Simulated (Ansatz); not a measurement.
Reaction (hydrogenolysis of a Ga–Cl bond): `[F][Ga]([SiH3])[Cl]` + H₂ → `[F][GaH][SiH3]` + HCl

Computed with Ansatz on PBE0-D4/def2-TZVP structures; ΔE is electronic, products minus reactants. CCSD(T)/CBS is the MP2 limit (def2-TZVPP, def2-QZVPP) plus CCSD(T) − MP2 in def2-TZVPP, frozen cores. This one scheme is used for every species. DFT in def2-TZVPP. For Ga outer-core shells are correlated without core-valence functions, which leaves a few kJ/mol of doubt a bond. Scalar relativity is left out up to krypton.

CCSD(T)/CBS gives +26.5 kcal/mol.

Question: Another level gave +25.2 kcal/mol. Which?
A. PBE0/def2-TZVPP
B. PBE-QIDH/def2-TZVPP
C. LC-ωPBE/def2-TZVPP
D. MP2/def2-TZVPP

Answer: A. PBE0 25.2, PBE-QIDH 26.6, LC-ωPBE 24.2, MP2/def2-TZVPP 28.1 kcal/mol.

Largest T1 diagnostic among the species: 0.014.

Leaving LDA and LC-ωPBE aside and taking each functional with its dispersion term where it has one, the values, not all of them listed here, spread over 2.9 kcal/mol, from B97M-V to r2SCAN-D4. LDA lies −0.9 kcal/mol from PBE without D4. The D4 term adds +1.4 kcal/mol with B3LYP and +0.8 kcal/mol with PBE0; it sums over pairs of atoms, weighted by their polarisabilities, and B3LYP, whose exchange is more repulsive, gets the larger term.

B3LYP here is the variant with VWN-RPA as its local correlation; programs differ in this.
